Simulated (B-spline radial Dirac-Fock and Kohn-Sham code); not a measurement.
## Core-level shifts of europium with charge state

Method: relaxed Dirac-Fock hole states (ΔSCF) with Breit and QED corrections and a finite nucleus. Computed with a radial B-spline solver. Each ion is free and in its tabulated ground configuration. No correlation.

Reference: Eu¹⁸⁺, [Kr] 4d9, with L1 8521.5 eV, L2 8080.9 eV, L3 7440.8 eV, M3 1947.2 eV, N4,5 557.4 eV, Kα1 (K-L3) 41538.4 eV, Kβ1 (K-M3) 47032.0 eV, Lℓ (L3-M1) 5171.1 eV. Shifts from it, in eV (a dash: the subshell is empty, belongs to an open shell averaged over j, or its hole state is left out as unreliable):

```csv
ion,configuration,L1,L2,L3,M3,"N4,5",Kα1,Kβ1,Lℓ
Eu¹⁹⁺,[Kr] 4d8,+48.4,+48.6,+48.5,+45.2,+37.2,+0.11,+3.46,+3.27
Eu²⁰⁺,[Kr] 4d7,+98.1,+98.4,+98.2,+91.3,+75.1,+0.26,+7.20,+6.77
Eu²¹⁺,[Kr] 4d6,+148.9,+149.4,+149.1,+138.3,+113.7,+0.45,+11.22,+10.51
Eu²²⁺,[Kr] 4d5,+200.9,+201.6,+201.2,+186.3,+152.9,+0.68,+15.53,+14.50
```

Over this range L1 (2s) moves by +200.9 eV and Kα1 by +0.7 eV: a line is a difference of two levels that shift in the same direction.
